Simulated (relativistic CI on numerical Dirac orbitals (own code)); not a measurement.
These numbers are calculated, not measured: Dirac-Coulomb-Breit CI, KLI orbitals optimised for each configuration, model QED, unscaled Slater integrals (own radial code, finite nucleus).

The strongest absorption lines from the ground level of an ion, among the configurations computed and to levels below about 74.9 eV (vacuum wavelength in Å, gf): 168.00 (0.077), 169.11 (0.16), 169.52 (0.051), 169.95 (0.42), 171.11 (0.69), 172.10 (1.6), 172.90 (0.86), 174.01 (0.24).

Question: Which ion is it?
A. Cd⁷⁺
B. Te¹¹⁺
C. Sn⁹⁺
D. Sn¹¹⁺

Answer: C. Sn⁹⁺ has 41 electrons and the ground level 4s²4p⁶4d⁵ ⁶S5/2; the strongest line goes to 4s²4p⁶4d⁴5p ⁶P°7/2. The pattern of lines fixes the number of electrons, and along that sequence the line energies rise steadily with the charge (about as its square where n changes within one kind of shell, about linearly where n is kept but much faster in heavy ions where fine structure, which grows about as Z⁴, sets the gap, and irregularly where shells cross), which fixes Z. Configurations outside the model, such as inner-shell arrays, can give stronger lines. At this charge energies of transitions that change n are usually good to better than 1 %, and those within a shell (Δn = 0) to a few per cent. Terms inside the open d or f shell come out 10 to 20 % too wide with unscaled integrals.

LS names give the leading component of a level, which can be under half, so a name can repeat, a term be missing and a line seem to break the LS rules.
